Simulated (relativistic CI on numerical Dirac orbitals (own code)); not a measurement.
**Magnetism of Ce³⁺, 4f, in a crystal field**

Calculated by Dirac-Coulomb-Breit CI, separate exchange-only KLI orbitals for each configuration, model QED, valence Slater integrals scaled by 0.75, one configuration in a parametric crystal field (own radial code).

Field parameters in Wybourne normalisation; cubic f-shell fields have B⁴₄ = √(5/14) B⁴₀ and B⁶₄ = −√(7/2) B⁶₀. The field is a parameter set, without covalency.

S is read from ⟨S²⟩ = S(S + 1).

Powder χT (cm³ K mol⁻¹) by Van Vleck's formula, with temperature-independent terms:

```csv
Field,2 K,5 K,10 K,20 K,50 K,100 K,200 K,300 K
"D3d, B20 = 1750, B40 = 1000, B43 = -1750, B60 = 510, B63 = -440, B66 = -170 cm⁻¹",0.441,0.443,0.448,0.457,0.484,0.529,0.606,0.661
"D3h, B20 = 1050, B40 = -240, B60 = 260, B66 = -90 cm⁻¹",0.553,0.556,0.56,0.569,0.595,0.637,0.71,0.757
"D4h, B20 = 1740, B40 = 330, B44 = -140, B60 = 660, B64 = -750 cm⁻¹",0.547,0.549,0.553,0.56,0.58,0.615,0.675,0.72
"Oh, B40 = 1090, B60 = 800 cm⁻¹",0.22,0.228,0.241,0.268,0.349,0.479,0.64,0.707
"Oh, B40 = -620, B60 = -100 cm⁻¹",0.486,0.493,0.506,0.53,0.601,0.69,0.764,0.791
"Oh, B40 = 970, B60 = 820 cm⁻¹",0.221,0.23,0.245,0.274,0.363,0.502,0.656,0.715
```

Task: For D3h, B20 = 1050, B40 = -240, B60 = 260, B66 = -90 cm⁻¹: what effective moment follows at 300 K?

Result: μ_eff = √(8χT) = 2.46 μB. The LS value g√(J(J + 1)) of the free ion's 2F°_5/2 level is 2.54 μB.
